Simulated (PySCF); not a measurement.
**Shapes and spin states of Hf3**

These are results of PBE0 in PySCF with Hf def2-TZVP with ECP60; scalar-relativistic core potentials, no spin–orbit coupling; density-fitted integrals, not measurements.

Relaxations began from a few typed shapes and spin states; open shells are unrestricted. The search is not exhaustive: other isomers or separated fragments can lie lower, and high-lying points may rest on an excited occupation.

(1) Which is the lowest minimum found?
A. singlet (closed shell, unstable to spin polarisation) D3h: Hf–Hf 2.684 Å (×3); Hf–Hf–Hf 60.0° (×3)
B. quintet C2v: Hf–Hf 2.713 Å (×2), Hf–Hf 2.956 Å; Hf–Hf–Hf 57.0° (×2), Hf–Hf–Hf 66.0°
C. triplet D3h: Hf–Hf 2.707 Å (×3); Hf–Hf–Hf 60.0° (×3)

Results:

(1) C. The others lie at 50.4 (singlet D3h), 59.7 (quintet C2v) kJ/mol above it.

For the lowest minimum: open d and f shells are described by one determinant, and the ground state may have another occupation or spin. Spin–orbit coupling, left out here, can matter for elements this heavy.
